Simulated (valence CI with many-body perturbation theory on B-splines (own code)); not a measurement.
# Cr17+: electric-dipole lines

Level of theory: relativistic CI+MBPT: five valence electrons over a frozen Dirac-Fock core [He], radial functions for each j: 11 s, 11 p, 10 d, 8 f, 5 g, 2 h, with the one-electron correlation potential Σ1 (screened to all orders), the two-electron term Σ2, the three-electron term Σ3, Breit, model QED; selected single and double excitations, second order for the rest, scaled by the run's own slope (own B-spline code, finite nucleus).

No measured spectrum was set against this ion. As an estimate, levels of excited configurations hold to 0.05 to 0.15 % of their energy, terms of the ground configuration to about 0.5 %. Among the levels kept, up to 5400 cm⁻¹ of a level comes from second order outside the variational space, and about a tenth of that is noise between levels of different J, which matters for small intervals.

Lines 101 to 150 of 596 in falling wavelength, among levels below 911.26 eV, chosen from the strongest by gf and those to the six lowest levels. Wavelengths and rates use the calculated energies, so an error of 600 cm⁻¹ moves a line at 442.7 Å by 0.27 % and its rate by three times that or more. Electric multipoles are in the length gauge, E1 and E2 with the static RPA response of the core. Weak lines are less certain than strong ones. Lines between different terms over intervals too small for the method are left out, as are lines whose strength nearly cancels. Where a level lies close to another of its J and parity, the split of strength between their lines is uncertain. The highest levels of a list are the least certain.

Names give the largest LS component (configuration and term), which can be under half, so a name can repeat, a term be missing and a line seem to break the LS rules; names also repeat where a configuration has a term twice. Letters in brackets count levels of one name in rising energy.

```tsv
λ vac (Å)	Upper	Lower	A (s⁻¹)	S (a.u.) with core polarisation	S without
442.7	2s.2p3.3d 4D°_7/2 [b]	2s.2p3.3p 2F_5/2 [a]	4.32e+08	1.48e-01	1.48e-01
442.6	2s.2p3.3d 2D°_3/2 [c]	2s.2p3.3p 4P_1/2 [d]	1.19e+09	2.03e-01	2.03e-01
442.4	2s.2p3.3d 4F°_5/2 [b]	2s.2p3.3p 4D_3/2 [b]	2.12e+09	5.45e-01	5.45e-01
441.6	2s2.2p2.3d 2D_3/2 [b]	2s2.2p2.3p 2D°_3/2 [b]	1.06e+09	1.80e-01	1.80e-01
440.9	2s.2p3.3p 4P_5/2 [c]	2s.2p3.3s 4P°_5/2	1.76e+09	4.45e-01	4.46e-01
440.5	2s2.2p2.3p 2P°_3/2 [c]	2s2.2p2.3s 2S_1/2	2.62e+09	4.41e-01	4.42e-01
439.4	2s.2p3.3p 6P_7/2	2s2.2p2.3p 2F°_5/2	5.80e+08	1.94e-01	1.94e-01
438.6	2s2.2p2.3p 2D°_3/2 [b]	2s2.2p2.3s 2D_5/2	1.46e+09	2.43e-01	2.43e-01
438.2	2s2.2p2.3d 4P_5/2	2s2.2p2.3p 4S°_3/2	7.17e+08	1.78e-01	1.78e-01
437.9	2s2.2p2.3d 2G_9/2	2s2.2p2.3p 2F°_7/2	2.63e+09	1.09e+00	1.09e+00
436.4	2s.2p3.3p 2D_5/2 [a]	2s.2p3.3s 2D°_5/2 [a]	2.72e+09	6.69e-01	6.70e-01
436.3	2s.2p3.3d 4G°_5/2	2s.2p3.3p 4F_3/2	2.01e+09	4.94e-01	4.94e-01
436.2	2s2.2p2.3d 2G_7/2	2s2.2p2.3p 2F°_5/2	1.83e+09	5.99e-01	5.99e-01
434.9	2s2.2p2.3d 2D_5/2 [b]	2s2.2p2.3p 2D°_3/2 [b]	8.35e+08	2.04e-01	2.03e-01
434.8	2s2.2p2.3d 2F_5/2 [b]	2s2.2p2.3p 2D°_3/2 [a]	2.08e+09	5.06e-01	5.06e-01
434.5	2s2.2p2.3d 2D_5/2 [d]	2s2.2p2.3p 2P°_3/2 [c]	2.49e+09	6.05e-01	6.05e-01
433.9	2s.2p3.3d 4D°_3/2 [c]	2s.2p3.3p 2P_1/2 [b]	8.17e+08	1.32e-01	1.32e-01
433.2	2s.2p3.3d 2G°_7/2 [b]	2s.2p3.3p 2F_5/2 [b]	2.69e+09	8.62e-01	8.62e-01
432.6	2s2.2p2.3d 4F_5/2	2s2.2p2.3p 4D°_3/2	2.46e+09	5.90e-01	5.90e-01
432.5	2s.2p3.3d 4P°_5/2 [b]	2s.2p3.3p 4S_3/2	1.62e+09	3.87e-01	3.87e-01
431.6	2s.2p3.3p 2D_5/2 [c]	2s.2p3.3s 2D°_5/2 [b]	2.56e+09	6.09e-01	6.09e-01
431.6	2s.2p3.3d 2D°_5/2 [c]	2s.2p3.3p 2P_3/2 [c]	1.29e+09	3.08e-01	3.07e-01
431.5	2s.2p3.3d 2F°_7/2 [a]	2s.2p3.3p 2D_5/2 [a]	1.87e+09	5.92e-01	5.93e-01
431.4	2s2.2p2.3p 4S°_3/2	2s2.2p2.3s 4P_5/2	2.14e+09	3.40e-01	3.40e-01
429.6	2s.2p3.3d 4P°_3/2 [b]	2s.2p3.3p 4S_3/2	1.34e+09	2.10e-01	2.10e-01
429.3	2s2.2p2.3d 2F_7/2 [a]	2s2.2p2.3p 2D°_5/2 [a]	2.25e+09	7.02e-01	7.02e-01
429.2	2s.2p3.3p 4P_1/2 [c]	2s.2p3.3s 4P°_3/2	2.67e+09	2.09e-01	2.09e-01
429.1	2s.2p3.3d 2G°_9/2 [a]	2s.2p3.3p 2F_7/2 [a]	2.79e+09	1.09e+00	1.09e+00
429.0	2s.2p3.3d 4D°_3/2 [d]	2s.2p3.3p 2P_1/2 [c]	1.24e+09	1.94e-01	1.94e-01
428.8	2s.2p3.3d 4D°_5/2 [d]	2s.2p3.3p 4P_3/2 [d]	1.62e+09	3.79e-01	3.79e-01
427.8	2s.2p3.3d 4F°_3/2 [b]	2s.2p3.3p 4D_1/2 [b]	1.95e+09	3.02e-01	3.02e-01
427.8	2s.2p3.3d 2F°_7/2 [c]	2s.2p3.3p 2F_7/2 [b]	7.76e+08	2.40e-01	2.40e-01
427.4	2s2.2p2.3d 2F_7/2 [b]	2s2.2p2.3p 2D°_5/2 [b]	2.01e+09	6.19e-01	6.19e-01
426.4	2s.2p3.3d 2G°_7/2 [a]	2s.2p3.3p 2F_5/2 [a]	2.44e+09	7.48e-01	7.48e-01
426.3	2s.2p3.3d 2F°_5/2 [a]	2s.2p3.3p 2D_5/2 [a]	1.01e+09	2.32e-01	2.32e-01
426.2	2s.2p3.3d 4D°_3/2 [d]	2s.2p3.3p 4P_3/2 [d]	9.76e+08	1.49e-01	1.49e-01
424.0	2s2.2p2.3d 2F_5/2 [a]	2s2.2p2.3p 4D°_5/2	5.58e+08	1.26e-01	1.26e-01
422.6	2s2.2p2.3d 4D_7/2	2s2.2p2.3p 4P°_5/2	1.95e+09	5.81e-01	5.81e-01
421.4	2s.2p3.3d 2F°_7/2 [b]	2s.2p3.3p 2D_5/2 [b]	2.57e+09	7.58e-01	7.58e-01
421.0	2s.2p3.3d 2D°_3/2 [a]	2s.2p3.3p 2D_3/2 [a]	1.27e+09	1.87e-01	1.87e-01
419.9	2s2.2p2.3d 4P_3/2	2s2.2p2.3p 4S°_3/2	1.46e+09	2.13e-01	2.13e-01
419.5	2s2.2p2.3d 2F_5/2 [a]	2s2.2p2.3p 4P°_3/2	1.94e+09	4.25e-01	4.25e-01
418.3	2s.2p3.3p 4P_5/2 [c]	2s.2p3.3s 4P°_3/2	1.09e+09	2.35e-01	2.35e-01
417.4	2s2.2p2.3p 2D°_5/2 [b]	2s2.2p2.3s 2D_5/2	2.38e+09	5.13e-01	5.13e-01
416.6	2s.2p3.3d 2F°_5/2 [b]	2s.2p3.3p 2D_3/2 [b]	2.42e+09	5.18e-01	5.18e-01
415.5	2s.2p3.3d 4D°_7/2 [b]	2s.2p3.3p 4D_7/2 [a]	9.46e+08	2.68e-01	2.68e-01
415.2	2s.2p3.3p 2S_1/2 [a]	2s.2p3.3s 2P°_3/2 [a]	1.91e+09	1.35e-01	1.35e-01
412.7	2s.2p3.3d 4D°_3/2 [a]	2s.2p3.3p 4P_1/2 [a]	1.39e+09	1.94e-01	1.94e-01
412.6	2s.2p3.3d 4D°_7/2 [c]	2s.2p3.3p 4D_7/2 [b]	1.06e+09	2.93e-01	2.93e-01
411.4	2s.2p3.3p 4P_3/2 [c]	2s.2p3.3s 4P°_1/2	1.36e+09	1.87e-01	1.87e-01
```
